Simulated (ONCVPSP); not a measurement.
An all-electron radial function and its pseudo partner (Rb (Z = 37))

Columns: radius, all-electron u(r) and pseudo u(r) of the 4p shell (level -15.96 eV) of rubidium in the configuration [Ar] 3d10 4s2 4p6 5s1; PBE, scalar-relativistic, ONCV scheme, ONCVPSP 4.0.1.

| r (bohr) | all-electron | pseudo |
| --- | --- | --- |
| 0.130 | 0.1946 | 0.0184 |
| 0.260 | -0.2469 | 0.0716 |
| 0.390 | -0.4021 | 0.1544 |
| 0.520 | -0.2503 | 0.2585 |
| 0.650 | 0.0203 | 0.3739 |
| 0.780 | 0.2911 | 0.4901 |
| 0.910 | 0.5125 | 0.5973 |
| 1.040 | 0.6725 | 0.6876 |
| 1.170 | 0.7747 | 0.7556 |
| 1.300 | 0.8281 | 0.7987 |
| 1.430 | 0.8434 | 0.8168 |
| 1.560 | 0.8306 | 0.8119 |
| 1.690 | 0.7985 | 0.7878 |
| 1.820 | 0.7538 | 0.7488 |
| 1.950 | 0.7018 | 0.7001 |
| 2.080 | 0.6464 | 0.6460 |
| 2.210 | 0.5903 | 0.5902 |
| 2.340 | 0.5354 | 0.5354 |
| 2.470 | 0.4830 | 0.4830 |
| 2.600 | 0.4337 | 0.4337 |
| 2.730 | 0.3881 | 0.3881 |
| 2.860 | 0.3463 | 0.3463 |
| 2.990 | 0.3082 | 0.3082 |
| 3.120 | 0.2737 | 0.2737 |
| 3.250 | 0.2426 | 0.2426 |
| 3.380 | 0.2147 | 0.2147 |

(1) How many radial nodes do the two functions have?

(2) At about which radius was the pseudo-wave matched?

(3) Where does each function peak?

(4) Is the pseudo-wave norm-conserving?

Results:

(1) The all-electron 4p function has n − l − 1 = 2; the pseudo-wave has 0, since the states of the same l below it are removed with the core.

(2) 2.60 bohr. The columns agree to 0.0005 from 2.08 bohr on; several derivatives are matched, so the curves merge somewhat inside the radius.

(3) Outermost all-electron maximum near 1.43 bohr, pseudo maximum near 1.43 bohr (to the table’s step).

(4) Yes: the ONCV scheme keeps the norm inside the radius equal to the all-electron one, which fixes the energy derivative of the logarithmic derivative at the level.
